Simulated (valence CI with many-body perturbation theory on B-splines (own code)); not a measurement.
**E1 line list for Pt47+**

Level of theory: configuration interaction combined with many-body perturbation theory (CI+MBPT): three valence electrons over a frozen Dirac-Fock core [Ar] 3d10, a basis of 11 s, 11 p, 10 d, 8 f, 5 g, 2 h functions for each j, with the one-electron correlation potential Σ1, the two-electron term Σ2, the three-electron term Σ3, Breit, model QED; selected CI, second order for the rest, scaled by the run's own slope (own B-spline code, finite nucleus).

No measured spectrum was set against this ion. As an estimate, large intervals hold to a few tenths of a per cent, small ones and those within an open d or f shell to about a per cent.

Lines 1 to 50 of 554 in falling wavelength, among levels below 7707.6 × 10³ cm⁻¹, chosen from the strongest by gf and those to the six lowest levels. Wavelengths and rates use the calculated energies. Electric multipoles are in the length gauge, E1 and E2 with the static RPA response of the core. Weak lines are less certain than strong ones. Lines between different terms over intervals too small for the method are left out, as are lines whose strength nearly cancels. Where a level lies close to another of its J and parity, the split of strength between their lines is uncertain.

Levels are named by their leading jj configuration (3d3/2^4 stands for four electrons in 3d with j = 3/2), which in mixed levels can hold well under half, so a name can repeat and another be missing. Letters in brackets count levels of one name in rising energy.

```tsv
λ vac (nm)	Upper	Lower	A (s⁻¹)	S (a.u.)
54.21	(4s^2 4p3/2) J=3/2	(4s 4p1/2^2) J=1/2	1.68e+06	5.29e-04
13.38	(4s 4p1/2 4p3/2) J=3/2 [a]	(4s^2 4p3/2) J=3/2	2.82e+09	1.33e-02
12.60	(4p1/2 4p3/2 4d5/2) J=7/2 [b]	(4s 4p3/2 4d5/2) J=5/2 [b]	1.59e+10	1.25e-01
12.40	(4p1/2 4p3/2 4f5/2) J=9/2	(4s 4d5/2^2) J=7/2	1.16e+10	1.09e-01
12.37	(4p1/2 4p3/2 4f7/2) J=11/2	(4s 4p3/2 4f7/2) J=9/2 [b]	2.09e+10	2.34e-01
12.27	(4s 4p1/2 4f5/2) J=7/2	(4s^2 4f5/2) J=5/2	2.10e+10	1.53e-01
12.22	(4p1/2 4d5/2^2) J=9/2	(4s 4p3/2 4f7/2) J=7/2 [c]	1.97e+10	1.77e-01
12.17	(4s 4p1/2 4p3/2) J=5/2	(4s^2 4p3/2) J=3/2	1.67e+10	8.94e-02
12.13	(4s 4p1/2 4d5/2) J=7/2	(4s^2 4d5/2) J=5/2	1.89e+10	1.33e-01
12.07	(4p1/2 4d3/2 4d5/2) J=9/2	(4s 4d3/2 4d5/2) J=9/2	1.31e+10	1.13e-01
12.00	(4p1/2 4p3/2 4d5/2) J=9/2	(4s 4p3/2 4d5/2) J=7/2 [a]	1.25e+10	1.06e-01
11.86	(4s 4p1/2 4f7/2) J=9/2	(4s^2 4f7/2) J=7/2	2.33e+10	1.92e-01
11.75	(4p1/2 4d5/2^2) J=5/2	(4s 4d5/2^2) J=3/2	2.06e+10	9.88e-02
11.70	(4s 4p1/2 4f7/2) J=7/2 [b]	(4s^2 4f7/2) J=7/2	2.16e+10	1.36e-01
11.60	(4s 4p1/2 4f5/2) J=5/2 [b]	(4s^2 4f5/2) J=5/2	2.16e+10	9.97e-02
11.57	(4s 4p1/2 4f7/2) J=5/2	(4s^2 4f7/2) J=7/2	2.29e+10	1.05e-01
11.57	(4p1/2^2 4p3/2) J=3/2	(4s 4p1/2 4p3/2) J=3/2 [b]	1.93e+10	5.90e-02
11.56	(4s 4p1/2^2) J=1/2	(4s^2 4p1/2) J=1/2	3.72e+10	5.68e-02
11.31	(4p1/2^2 4d5/2) J=5/2	(4s 4p1/2 4d5/2) J=3/2	2.28e+10	9.78e-02
11.26	(4p1/2 4d5/2^2) J=9/2	(4s 4d5/2^2) J=9/2 [b]	1.88e+10	1.32e-01
11.18	(4p1/2^2 4d5/2) J=5/2	(4s 4p1/2 4d5/2) J=5/2 [b]	2.98e+10	1.24e-01
11.15	(4p1/2 4p3/2 4d3/2) J=7/2	(4s 4p3/2 4d3/2) J=7/2	1.88e+10	1.03e-01
11.14	(4p1/2 4p3/2 4f7/2) J=5/2 [b]	(4s 4p3/2 4f7/2) J=3/2	2.46e+10	1.01e-01
11.12	(4p1/2 4p3/2 4f5/2) J=7/2 [a]	(4s 4p3/2 4f5/2) J=7/2	1.80e+10	9.80e-02
11.11	(4p1/2 4p3/2 4f5/2) J=9/2	(4s 4d5/2^2) J=9/2 [a]	1.55e+10	1.05e-01
11.06	(4p1/2^2 4f5/2) J=5/2	(4s 4p1/2 4f5/2) J=3/2	3.09e+10	1.24e-01
11.01	(4p1/2 4p3/2 4f7/2) J=9/2 [a]	(4s 4p3/2 4f7/2) J=7/2 [a]	1.44e+10	9.51e-02
11.01	(4p1/2 4d3/2^2) J=3/2	(4s 4d3/2^2) J=5/2	3.82e+10	1.01e-01
10.96	(4p1/2^2 4f5/2) J=5/2	(4s 4p1/2 4f5/2) J=5/2 [b]	4.16e+10	1.62e-01
10.95	(4p1/2 4p3/2 4f7/2) J=7/2 [b]	(4s 4p3/2 4f7/2) J=5/2 [a]	1.99e+10	1.03e-01
10.94	(4p1/2 4p3/2 4d5/2) J=3/2 [a]	(4s 4p3/2 4d5/2) J=5/2 [a]	4.03e+10	1.04e-01
10.92	(4p1/2 4d5/2^2) J=7/2	(4s 4d5/2^2) J=9/2 [b]	3.84e+10	1.98e-01
10.87	(4p1/2^2 4f7/2) J=7/2	(4s 4p1/2 4f7/2) J=5/2	3.84e+10	1.94e-01
10.83	(4p1/2 4p3/2 4f7/2) J=7/2 [a]	(4s 4p3/2 4f7/2) J=9/2 [a]	3.84e+10	1.92e-01
10.81	(4s 4p1/2 4p3/2) J=3/2 [b]	(4s^2 4p3/2) J=3/2	2.40e+10	6.00e-02
10.80	(4p1/2 4p3/2 4d5/2) J=5/2 [a]	(4s 4p3/2 4d5/2) J=5/2 [a]	2.59e+10	9.65e-02
10.76	(4p1/2^2 4f7/2) J=7/2	(4s 4p1/2 4f7/2) J=7/2 [b]	4.44e+10	2.19e-01
10.68	(4p1/2 4p3/2 4f7/2) J=9/2 [a]	(4s 4p3/2 4f7/2) J=9/2 [a]	2.36e+10	1.42e-01
10.63	(4p1/2^2 4f7/2) J=7/2	(4s 4p1/2 4f7/2) J=9/2	5.92e+10	2.81e-01
10.59	(4s 4p1/2 4p3/2) J=1/2	(4s^2 4p3/2) J=3/2	3.17e+10	3.71e-02
10.59	(4p1/2^2 4d5/2) J=5/2	(4s 4p1/2 4d5/2) J=7/2	6.14e+10	2.16e-01
10.59	(4p1/2 4p3/2 4f5/2) J=7/2 [b]	(4s 4d5/2^2) J=9/2 [a]	3.39e+10	1.59e-01
10.57	(4p1/2 4d3/2 4d5/2) J=7/2 [b]	(4s 4d3/2 4d5/2) J=9/2	4.05e+10	1.89e-01
10.57	(4p1/2 4p3/2 4f7/2) J=9/2 [b]	(4s 4p3/2 4f7/2) J=11/2	3.83e+10	2.23e-01
10.56	(4p1/2^2 4d3/2) J=3/2	(4s 4p1/2 4d3/2) J=5/2	6.75e+10	1.57e-01
10.46	(4p1/2 4p3/2 4f7/2) J=11/2	(4s 4p3/2 4f7/2) J=11/2	3.01e+10	2.04e-01
10.41	(4p1/2^2 4f5/2) J=5/2	(4s 4p1/2 4f5/2) J=7/2	6.00e+10	2.01e-01
10.38	(4p1/2 4p3/2^2) J=3/2	(4s 4p3/2^2) J=5/2	4.92e+10	1.08e-01
10.37	(4p1/2 4p3/2 4d5/2) J=7/2 [a]	(4s 4p3/2 4d5/2) J=9/2	5.05e+10	2.22e-01
10.34	(4p1/2 4p3/2^2) J=5/2	(4s 4p3/2^2) J=5/2	3.11e+10	1.02e-01
```
